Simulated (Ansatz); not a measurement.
Consider the cleavage of the Si–B bond: `[SiH3][BH][GaH2]` + `[OH][Cd][Cl]` → `[SiH3][O][Cd][Cl]` + `[BH2][GaH2]`.

Program: Ansatz. Geometries: PBE0-D4/def2-TZVP. ΔE: electronic, gas phase. CCSD(T)/CBS adds triple-zeta CCSD(T) − MP2 to the extrapolated MP2 energy (def2 sets, frozen cores). Functionals use def2-TZVPP. def2 core potentials past Kr. For Cd, Ga outer-core shells are correlated without core-valence functions, which leaves a few kJ/mol of doubt a bond. Scalar relativity is left out up to krypton. One conformer a species, not always the lowest.

(1) Is it downhill or uphill in electronic energy at CCSD(T)/CBS, and by how much? (Best estimate.)

(2) What do these levels give: revPBE-D4, BLYP-D4, PBE0-D4, BLYP, LC-ωPBE, HF/CBS(def2)? (Best estimate.)

Largest T1 diagnostic among the species: 0.015.

Answers

(1) Computed: Downhill: ΔE = -109.4 kJ/mol.

(2) Ansatz gave: revPBE-D4 -82.7, BLYP-D4 -99.3, PBE0-D4 -94.7, BLYP -100.3, LC-ωPBE -106.3, HF/CBS(def2) -146.4 kJ/mol.

In def2-TZVPP, CCSD(T) changes the Hartree–Fock value by +31.9 kJ/mol (the triples alone add +4.0 kJ/mol) and MP2 by +24.5 kJ/mol. Leaving LDA and LC-ωPBE aside and taking each functional with its dispersion term where it has one, the values, not all of them listed here, spread over 42.1 kJ/mol, from BHLYP-D4 to PBE-D4.
